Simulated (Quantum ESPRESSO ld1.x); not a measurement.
Question: Species: F2+. Configuration: [He] 2s2 2p3. Method: Dirac Kohn-Sham, revPBE, spin-unpolarised, spherical densities, point nucleus; open shells are shared between the two j in proportion to 2j + 1; speed of light set to 171.295 atomic units (1.25 times the physical value, a model run); computed with ld1.x of Quantum ESPRESSO 7.5. Some entries of the table are withheld. Estimate them.

orbital  occ.  eigenvalue (eV)  <r^2> (bohr^2)  <1/r> (bohr^-1)
1s1/2       2         -710.290         0.04187              (1)
2s1/2       2         -68.0226           1.004            1.585
2p1/2       1              (2)             (3)              (4)
2p3/2       2              (5)             (6)              (7)

Answer: 
(1) 1s1/2 <1/r> (bohr^-1): 8.634
(2) 2p1/2 eigenvalue (eV): -48.9774
(3) 2p1/2 <r^2> (bohr^2): 1.010
(4) 2p1/2 <1/r> (bohr^-1): 1.473
(5) 2p3/2 eigenvalue (eV): -48.9220
(6) 2p3/2 <r^2> (bohr^2): 1.012
(7) 2p3/2 <1/r> (bohr^-1): 1.471
